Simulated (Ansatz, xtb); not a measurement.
Two isomers of C6H5N3

Structure I: `Cc1cncc(C#N)n1`, a singlet. Structure II: `Cc1cnc(C#N)cn1`, a singlet. Both are isolated molecules in the gas phase, relaxed with B3LYP/def2-SVP.

**Question.** Estimate which is lower in electronic energy at CCSD(T)/def2-SVP + ΔMP2/def2-TZVPP, and by roughly how much.

**Answer.** CCSD(T)/def2-SVP + ΔMP2/def2-TZVPP gives E(II) − E(I) = −0.003 eV, slightly favouring structure II, which is too small a margin to settle the true order.

How the difference moves with the method:

| level | geometry | E(II) − E(I) (eV) | departure from the last row (eV) | job, with rough time for the two |
| --- | --- | --- | --- | --- |
| GFN2-xTB | GFN2-xTB | −0.009 | −0.006 | optimisation, 0.16 s |
| HF/STO-3G | GFN2-xTB | −0.008 | −0.005 | single point, 0.72 s |
| r2SCAN-D4/def2-SVP | GFN2-xTB | −0.013 | −0.010 | single point, 8.4 s |
| B3LYP/def2-SVP | B3LYP/def2-SVP | −0.012 | −0.009 | optimisation, 66 s |
| HF/def2-SVP | B3LYP/def2-SVP | −0.016 | −0.013 | part of the CCSD(T) run |
| MP2/def2-SVP | B3LYP/def2-SVP | +0.001 | +0.004 | part of the CCSD(T) run |
| CCSD(T)/def2-SVP | B3LYP/def2-SVP | −0.007 | −0.004 | single point |
| CCSD(T)/def2-SVP + ΔMP2/def2-TZVPP | B3LYP/def2-SVP | −0.003 |  | single point, 4 min |

As drawn, both hold the same kinds of bond in the same numbers.

The largest departure from CCSD(T)/def2-SVP + ΔMP2/def2-TZVPP is that of HF/def2-SVP, 0.013 eV. The last row adds to CCSD(T) the change of the MP2 difference between the two basis sets, here +0.004 eV.

With thermal terms from frequencies at re-optimised GFN2-xTB minima (ideal gas, soft modes damped towards free rotors, one conformer each, 298.15 K, 1 atm): the zero-point term adds 0.000 eV; ΔH is −0.003 and ΔG 0.000 eV.

The correlated steps freeze 9 core orbitals. Programs: Ansatz 0.2.0, xtb 6.7.1; the last row on 2 threads of Arm Neoverse V1 on a shared host.
